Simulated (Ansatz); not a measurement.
Diatomic SeCl, multiplicity 4 (an upper state: multiplicity 2 came lower at CCSD(T)/def2-TZVPP on PBE0 minima). No spin–orbit coupling. Se is treated without relativity.

The constants come from a fifth-degree fit in 1/R (seven points, main isotopes). Runs in def2 and cc sets follow the lowest solution found near the PBE0 minimum.

Correlated levels freeze the inner cores; with def2 sets outer-core shells near the valence are correlated too.

The values were computed with Ansatz (Gaussian basis) for Hartree–Fock, density functionals and correlated methods. Each number belongs to the level named beside it.

```tsv
level	r_e (Å)	ω_e (cm⁻¹)	ω_e x_e (cm⁻¹)	dipole (D)
PBE/def2-TZVPP	2.509	263	1.2	2.15
PBE0/def2-TZVPP	2.475	280	1.3	2.73
wB97X-V/def2-TZVPP	2.473	281	1.9	3.05
CCSD/def2-TZVPP	2.500	(withheld)	1.8	-
CCSD(T)/def2-TZVPP	(withheld)	(withheld)	1.5	-
```

Problem. What belongs in the gaps?

Solution. 
- CCSD(T)/def2-TZVPP, r_e (Å): 2.485
- CCSD(T)/def2-TZVPP, ω_e (cm⁻¹): 284
- CCSD/def2-TZVPP, ω_e (cm⁻¹): 268

Ansatz is a first-principles code.
